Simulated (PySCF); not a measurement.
## Electron correlation in Ce⁴²⁺ (cerium, charge +42)

[Ne] 3s2 3p4, high-spin 3P determinant. Computed with PySCF 2.14 in an even-tempered Gaussian basis (19 s from 7.7 bohr⁻², ratio 2.2; 12 p from 10 bohr⁻², ratio 2.2; 5 d from 44 bohr⁻², ratio 2.4; 4 f from 66 bohr⁻², ratio 2.4; 4 g from 98 bohr⁻², ratio 2.4), with no relativity, point nucleus. Frozen: 1s2; 14 electrons correlated; the 22 highest virtual orbitals of each spin left out.

MP2 pair energies summed by pair of shells (mhartree):

```
 pair   energy  share (%)
2p-2p  -199.17       34.1
2p-3p   -87.28       15.0
3s-3p   -85.05       14.6
3p-3p   -76.60       13.1
2s-2p   -60.23       10.3
2p-3s   -30.35        5.2
2s-3p   -17.54        3.0
2s-2s   -11.02        1.9
3s-3s    -9.05        1.6
2s-3s    -7.12        1.2
```

Total MP2 correlation energy: -583.41 mhartree.

At this charge a non-relativistic calculation is a model, useful for the Z dependence of the correlation energy.

Spin-orbit coupling is strong in this species, so the high-spin LS determinant is a model state.
